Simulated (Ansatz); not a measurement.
Ansatz (a quantum-chemistry and plane-wave program) input:

Ansatz 0.2 input:
```yaml
crystal:
  periodic: [false, false, false]
  atoms:
    - {symbol: C, position_ang: [-2.80031269, -0.85430488, 0.17865415]}
    - {symbol: C, position_ang: [-1.31582614, -0.59842148, 0.11584909]}
    - {symbol: C, position_ang: [-0.36453738, -1.68020406, 0.27734390]}
    - {symbol: C, position_ang: [0.89370388, -1.26009294, 0.19119973]}
    - {symbol: Se, position_ang: [1.04671260, 0.74760526, -0.13613491]}
    - {symbol: C, position_ang: [-0.82445481, 0.65828267, -0.09473759]}
    - {symbol: H, position_ang: [-3.38362229, 0.06158096, 0.03872871]}
    - {symbol: H, position_ang: [-3.07532690, -1.29572826, 1.14222347]}
    - {symbol: H, position_ang: [-3.10023455, -1.57597186, -0.58828581]}
    - {symbol: H, position_ang: [1.84932555, -1.75938066, 0.25830131]}
    - {symbol: H, position_ang: [-1.40980737, 1.55936512, -0.23223632]}
basis:
  gaussian:
    orbitals: def2-TZVPD
hamiltonian:
  xc: {name: B2PLYP}
total_charge: -1
magnetization: {spin_polarized: false}
correlation: {electrons: outside_noble_gas}
```

Predict the final energy.

-2594.52674 Eh (B2PLYP/def2-TZVPD). The basis has 287 functions.

It need not be the lowest isomer of its formula. Whether it binds its extra electron was not tested at this geometry.
